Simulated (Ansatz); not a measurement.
Cost and result for the atomization energy of C2H10AlNSi, SMILES `C[SiH](N)[CH2][AlH2]` (15 atoms, 14 bonds).

| atom | x (Å) | y (Å) | z (Å) |
| --- | --- | --- | --- |
| C1 | 0.7327 | 1.4779 | -0.7648 |
| Si2 | 0.9450 | -0.2725 | -0.1355 |
| N3 | 1.3381 | -0.2124 | 1.5418 |
| C4 | -0.6205 | -1.2267 | -0.5185 |
| Al5 | -2.2060 | -0.2796 | 0.0835 |
| H6 | 1.6597 | 2.0468 | -0.6677 |
| H7 | -0.0336 | 2.0143 | -0.1919 |
| H8 | 0.4293 | 1.4902 | -1.8154 |
| H9 | 2.1216 | -0.9158 | -0.7875 |
| H10 | 0.6914 | 0.1761 | 2.2102 |
| H11 | 1.8650 | -0.9647 | 1.9540 |
| H12 | -0.5437 | -2.1943 | -0.0069 |
| H13 | -0.6863 | -1.4189 | -1.5954 |
| H14 | -2.3767 | 0.0568 | 1.6308 |
| H15 | -3.3159 | 0.2227 | -0.9368 |

Total charge 0; spin multiplicity 1. The structure was optimised at the PBE0-D4/def2-TZVP level. It is one conformer, not always the lowest. Program: Ansatz. All runs use 4 threads of an Arm Neoverse V2 on a shared host. Times are those of one run each, without the atoms' runs, and a repeat can differ threefold. Electronic energies, without spin–orbit coupling; frozen cores. CCSD(T)/CBS adds CCSD(T) − MP2 in def2-TZVPP to the MP2 limit, and its time is that of the two runs behind it. T1 = 0.010. B3LYP takes the VWN-RPA correlation (the form of Gaussian; ORCA's B3LYP/G). HSE06 is the plane-wave form, built on full-range PBE exchange.

CCSD(T)/CBS is a level of theory with its own doubt, some kJ/mol a heavy atom from the limit and from the frozen cores, so smaller differences don't rank the functionals.

```csv
level,functions,wall time,atomization (kJ/mol),difference from CCSD(T)/CBS,per bond
BLYP-D4/def2-TZVPP,317,3 s,5119.8,-41.7,-3.0
PBE-D4/def2-TZVPP (with forces),317,3.6 s,5177.7,16.2,1.2
BHLYP-D4/def2-TZVPP,317,4.8 s,5067.7,-93.8,-6.7
HSE06-D4/def2-TZVPP,317,5.5 s,5138.0,-23.5,-1.7
CAM-B3LYP-D4/def2-TZVPP,317,5.5 s,5182.4,20.9,1.5
r2SCAN-D4/def2-TZVPP (with forces),317,7.5 s,5153.7,-7.8,-0.6
B3LYP-D4/def2-TZVPP (with forces),317,8 s,5160.2,-1.3,-0.1
CCSD(T)/def2-SVP,128,9 s,4845.6,-315.9,-22.6
ωB97X-V/def2-TZVPP,317,12 s,5179.8,18.3,1.3
ωB97M-V/def2-TZVPP (with forces),317,18 s,5175.9,14.4,1.0
MP2/def2-QZVPP,611,49 s,5129.6,-31.9,-2.3
CCSD(T)/def2-TZVPP,317,19 min,5029.4,-132.1,-9.4
CCSD(T)/CBS(def2),–,19 min,5161.5,0.0,0.0
```

At CCSD(T), def2-SVP lies −315.9 kJ/mol from the extrapolated value and def2-TZVPP −132.1 kJ/mol: correlation converges slowly with the basis, and small sets miss more of it in the bonded molecule than in its fragments. The D4 term adds +53.7 kJ/mol with B3LYP and +28.7 kJ/mol with PBE0; it sums over pairs of atoms, weighted by their polarisabilities, and B3LYP, whose exchange is more repulsive, gets the larger term. In def2-TZVPP, CCSD(T) changes the Hartree–Fock value by +1190.8 kJ/mol (the triples alone add +56.5 kJ/mol) and MP2 by +1212.2 kJ/mol; breaking electron pairs costs correlation energy, which Hartree–Fock lacks.
